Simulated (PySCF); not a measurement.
This PySCF input asks for the NMR shieldings of SMILES C#CC[Si@@H]1C=C(C#N)C1, C₇H₇NSi; the geometry comes from GFN2-xTB.

```python
import basis_set_exchange as bse
import numpy as np
from pyscf import gto, dft
from pyscf.prop import nmr

atoms = """
C     3.674678   -0.452325   -0.402868
C     2.712973   -0.153414    0.243846
C     1.543186    0.215998    1.002084
Si    0.212345    1.002848   -0.116840
C    -1.488248    1.197830    0.696614
C    -2.070266    0.279965   -0.097276
C    -3.395682   -0.175422   -0.100024
N    -4.477464   -0.562126   -0.104282
C    -0.983138   -0.213060   -1.026076
H     4.528412   -0.722217   -0.948389
H     1.146501   -0.670693    1.502098
H     1.836332    0.926560    1.777552
H     0.724965    2.122903   -0.904011
H    -1.969125    1.766207    1.475497
H    -1.201364   -0.003271   -2.071556
H    -0.801704   -1.283355   -0.937779
"""
names = dict.fromkeys(["C", "Si", "N", "H"], "pcSseg-1")
basis = {el: gto.basis.parse(bse.get_basis(n, elements=[el], fmt="nwchem")) for el, n in names.items()}
mol = gto.M(atom=atoms, basis=basis, charge=0, verbose=0)
mf = dft.RKS(mol, xc="PBE0")
mf.grids.level = 2
mf.grids.alignment = dft.numint.BLKSIZE   # the property module wants whole blocks of grid points
mf.conv_tol = 1e-9
mf.kernel()

calc = nmr.RKS(mf)   # GIAO
C = mf.mo_coeff
Co = C[:, mf.mo_occ > 0]
resp = mf.gen_response(singlet=True, hermi=2)
def vind(x):   # induced exchange potential for any number of trial vectors
    d = np.einsum("pi,xij,qj->xpq", C, 2 * x.reshape(-1, C.shape[1], Co.shape[1]), Co, optimize=True)
    return np.einsum("xpq,pi,qj->xij", resp(d - d.transpose(0, 2, 1)), C, Co, optimize=True).ravel()
mo1, _ = nmr.rhf.solve_mo1(calc, with_cphf=vind)
sigma = calc.kernel(mo1)
for i, s in enumerate(sigma):   # ppm
    w = np.linalg.eigvalsh((s + s.T) / 2)
    print("%2d %-2s iso %8.1f  s11 %8.1f  s22 %8.1f  s33 %8.1f" % (i, mol.atom_pure_symbol(i), w.mean(), *w))
```

**Question.** What are the results?

**Answer.** 
```
 0 C  iso    111.9  s11     36.2  s22     40.8  s33    258.7
 1 C  iso    104.9  s11      7.8  s22     11.8  s33    295.0
 2 C  iso    181.4  s11    172.7  s22    176.4  s33    195.2
 3 Si iso    365.8  s11    334.8  s22    370.2  s33    392.4
 4 C  iso     21.5  s11    -89.8  s22      1.7  s33    152.7
 5 C  iso     45.2  s11    -70.5  s22     56.5  s33    149.6
 6 C  iso     66.8  s11    -54.3  s22    -42.2  s33    296.9
 7 N  iso    -57.4  s11   -195.9  s22   -188.7  s33    212.4
 8 C  iso    159.2  s11    146.6  s22    149.2  s33    181.8
 9 H  iso     30.4  s11     25.0  s22     25.1  s33     41.0
10 H  iso     29.6  s11     24.9  s22     28.5  s33     35.6
11 H  iso     29.6  s11     24.1  s22     28.5  s33     36.1
12 H  iso     26.6  s11     23.3  s22     25.4  s33     31.1
13 H  iso     24.7  s11     22.4  s22     25.2  s33     26.7
14 H  iso     29.4  s11     26.4  s22     27.6  s33     34.2
15 H  iso     29.5  s11     26.3  s22     28.5  s33     33.7
```

These numbers come from an equivalent density-fitted implementation of the same equations, which agrees with the script to about 0.01 ppm for H and up to a few tenths of a ppm for heavy atoms, so last digits may differ.

**Question.** Turn these shieldings into chemical shifts. Shifts are taken against calculated references (same method and geometry level): TMS for ¹³C (σref 186.93), ²⁹Si (σref 349.16), ¹H (σref 31.72); ¹⁵N (σref 267.73) against NH3.

**Answer.** Averaging equivalent atoms: C 4: 165.4; C 5: 141.7; C 6: 120.1; C 1: 82.1; C 0: 75.0; C 8: 27.7; C 2: 5.5; Si 3: -16.7; N 7: 325.1; H 13: 6.98; H 12: 5.13; H 14: 2.31; H 15: 2.21; H 11: 2.16; H 10: 2.07; H 9: 1.35 ppm. Experimental scales use liquid or dissolved standards, which lie at an offset from isolated NH3 (liquid NH3: subtract about 20 ppm). Unscaled 15N shifts of sp2 nitrogen come out 20 to 40 ppm too high even then.

Size and cost of the density-fitted run: 195 basis functions, 2.3 min wall time (110 s CPU) on 1 thread of an Intel Xeon, shared host; peak memory 0.85 GiB.
